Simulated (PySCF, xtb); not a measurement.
Ge(F)2(OH)(NH2) (F2GeH3NO), SMILES [NH2][Ge]([OH])([F])[F].

GFN2-xTB (xtb) at its own geometry gives an orbital gap of 6.98 eV and a dipole moment of 2.68 D.

Geometry optimised at PBE-D3(BJ)/def2-SVP. This is a generated structure with no PubChem entry under its InChIKey; it may be hypothetical. Other conformers were not sampled.

Task: What does HF/def2-TZVP run with PySCF give? (Estimate from the structure and the level; the computed values follow.)

Result: gap 15.26 eV (levels -12.62 and 2.64 eV), dipole 2.13 D.
